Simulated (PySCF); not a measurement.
Isomers of C6H7FO. Method used: TDDFT PBE0/def2-SVPD, vertical, gas phase, core orbitals frozen in the response (PySCF). Geometries: GFN2-xTB; one conformer of each isolated species. Triplets are in the Tamm–Dancoff approximation.

Question: Rank by computed lowest singlet excitation energy, highest first.
A. `C=CC1=CCO[C@@H]1F`
B. `CCc1occc1F`
C. `C(/C(=C/C)C(F)=O)=C`
D. `FCC1=COC=CC1`

Answer: B (5.92 eV), A (5.66 eV), D (5.11 eV), C (4.72 eV).

| SMILES | S1 (eV) | f (S1) | first f ≥ 0.01 (nm) | HOMO (eV) | gap (eV) | S1 mainly |
| --- | --- | --- | --- | --- | --- | --- |
| CCc1occc1F | 5.92 | 0.226 | 209 | -6.47 | 6.57 | H→L (90%) |
| C=CC1=CCO[C@@H]1F | 5.66 | 0.602 | 219 | -7.08 | 5.85 | H→L (93%) |
| FCC1=COC=CC1 | 5.11 | 0.034 | 243 | -6.27 | 6.27 | H→L (99%) |
| C=C/C(=C/C)C(=O)F | 4.72 | 0.145 | 263 | -7.23 | 5.38 | H→L (89%) |

H and L stand for HOMO and LUMO.

- `CCc1occc1F`: Löwdin shares by element: HOMO carbon 75% or more (atoms not listed hold the other 25%); LUMO carbon 52% or more, oxygen 17% (atoms not listed hold the other 31%).
- `C=CC1=CCO[C@@H]1F`: Löwdin shares by element: HOMO carbon 80% or more (atoms not listed hold the other 20%); LUMO carbon 79% or more (atoms not listed hold the other 21%).
- `FCC1=COC=CC1`: Löwdin shares by element: HOMO carbon 46% or more, oxygen 22% (atoms not listed hold the other 32%); LUMO carbon 70% or more (atoms not listed hold the other 30%).
- `C=C/C(=C/C)C(=O)F`: Löwdin shares by element: HOMO carbon 80% or more (atoms not listed hold the other 20%); LUMO carbon 59% or more, oxygen 14% (atoms not listed hold the other 27%).
